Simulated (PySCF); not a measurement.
**Electron correlation in Ge (germanium, neutral)**

[Ar] 3d10 4s2 4p2, high-spin 3P determinant. Calculation: PySCF 2.14, in jorge-DZP-DKH; the spin-free X2C one-electron Hamiltonian (Gaussian nucleus). Frozen: [Ar] 3d10; 4 electrons correlated.

MP2 pair energies summed by pair of shells (mhartree):

```tsv
pair	energy	share (%)
4s-4s	-11.57	50.7
4s-4p	-10.16	44.6
4p-4p	-1.06	4.7
```

Total MP2 correlation energy: -22.79 mhartree.

Same-spin part -2.71 and opposite-spin part -20.08 mhartree; SCS-MP2 scales them by 1/3 and 6/5 to -25.00 mhartree.

```
  level  correlation energy (mhartree)
   CCSD                         -31.04
    (T)                          -0.22
CCSD(T)                         -31.26
```

Diagnostics: T1 = 0.0046, D1 = 0.0109, largest double amplitude 0.103.

Cost of the coupled-cluster step: 0.53 s of wall time on 1 thread of Neoverse-N1 (shared host), for 4 correlated electrons.
